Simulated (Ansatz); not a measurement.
Geometry optimisation, Ansatz 0.2.0, RHF/def2-SVP.

input.yaml

```yaml
crystal:
  periodic: [false, false, false]
  atoms:
    - { symbol: Sn, position_ang: [0.0, 0.0, 0.0] }
    - { symbol: Cl, position_ang: [1.5152, 0.0, 2.1251] }
    - { symbol: H, position_ang: [1.9164, 0.0, 0.3021] }
    - { symbol: H, position_ang: [-0.8195, 1.4198, -0.5794] }
    - { symbol: C, position_ang: [-1.0126, -1.7544, -0.716] }
    - { symbol: H, position_ang: [-1.5123, -2.2661, 0.1329] }
    - { symbol: H, position_ang: [-1.7727, -1.4617, -1.4701] }
    - { symbol: H, position_ang: [-0.2768, -2.4431, -1.1811] }
basis:
  gaussian: { orbitals: def2-SVP }
hamiltonian:
  xc: hf
relax:
  f_tol: 0.15
  max_steps: 25
  restrain:
    - { distance: [1, 2], at: 2.57, k: 30.0 }
    - { distance: [0, 1], at: 2.41, k: 30.0 }
    - { distance: [0, 2], at: 1.74, k: 30.0 }
```

Run as:

```bash
$ ansatz run input.yaml --threads 1 --pin off --max-ram 2048MiB --backend cpu --events-out ev --progress --plain --runs-dir out
```

Q: Where does it end, and by what steps?

A: The run converged. The restraints hold the end off the free minimum. After 6 steps the energy has fallen by 2.869 eV (the restraints' own energy left out); Cl2 moved furthest, 0.58 Å.

| step | energy less start (eV) | largest force component (eV/Å) | accepted |
| --- | --- | --- | --- |
| 0 | 0.0000 | 3.821 | yes |
| 1 | -1.2814 | 2.421 | yes |
| 2 | -2.1101 | 1.551 | yes |
| 3 | -2.7091 | 1.342 | yes |
| 4 | -2.8540 | 1.303 | yes |
| 5 | -2.8794 | 1.358 | yes |
| 6 | -2.8694 | 1.371 | yes |

```xyz
8
Properties=species:S:1:pos:R:3
Sn 0.179 0.003 -0.070
Cl 0.954 -0.145 2.181
H 1.878 0.030 -0.267
H -0.663 1.463 -0.314
C -0.933 -1.737 -0.655
H -1.436 -2.159 0.217
H -1.683 -1.475 -1.403
H -0.258 -2.485 -1.075
```

The run took 11 s on 1 thread of INTEL(R) XEON(R) PLATINUM 8581C CPU @ 2.30GHz (Emerald Rapids) (shared host), peak memory 0.18 GiB.
